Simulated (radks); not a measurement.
Q: Yb+, 69 electrons, occupied as [Xe] 4f14 6s1 (the NIST ground configuration). Calculated with a radial shooting solver on a logarithmic mesh with Libxc functionals: scalar-relativistic Kohn-Sham, TASK exchange with Perdew-Wang LDA correlation, spin-polarised, spherical densities, finite nucleus; open shells are filled with parallel spins first (spin-orbit coupling, left out, can overturn this in heavy ions); meta-GGA in the generalised Kohn-Sham scheme; Fermi nuclear charge, rms radius 5.3108 fm. Some entries of the table are withheld. Estimate them.

orbital  occ.  eigenvalue (eV)  r(max) (bohr)  <1/r> (bohr^-1)
1s up       1        -61323.03        0.01237            80.59
1s down     1        -61323.02        0.01237            80.59
2s up       1        -10426.09        0.07060            18.80
2s down     1        -10426.09        0.07060            18.80
2p up       3        -9189.487        0.05756            17.25
2p down     3        -9189.482        0.05756            17.25
3s down     1        -2364.759         0.1995            6.953
3s up       1        -2364.747         0.1995            6.953
3p down     3        -1990.651         0.1966            6.470
3p up       3        -1990.638         0.1966            6.470
3d down     5        -1533.480         0.1603            6.121
3d up       5        -1533.472         0.1603            6.121
4s down     1        -475.6462         0.4558            2.932
4s up       1        -475.6297         0.4558            2.932
4p down     3        -352.1575         0.4769            2.675
4p up       3        -352.1438         0.4769            2.675
4d down     5        -188.5829         0.4917            2.363
4d up       5        -188.5743         0.4917            2.363
5s down     1         -65.1193          1.075            1.096
5s up       1         -65.0885          1.074            1.097
5p up       3         -36.2092          1.231           0.9098
5p down     3         -36.1930          1.232           0.9142
6s up       1              (1)          3.227           0.3409
4f up       7          -9.1778            (2)            1.739
4f down     7          -9.1498            (3)            1.745

A: 
(1) 6s up eigenvalue (eV): -9.6997
(2) 4f up r(max) (bohr): 0.4845
(3) 4f down r(max) (bohr): 0.4844
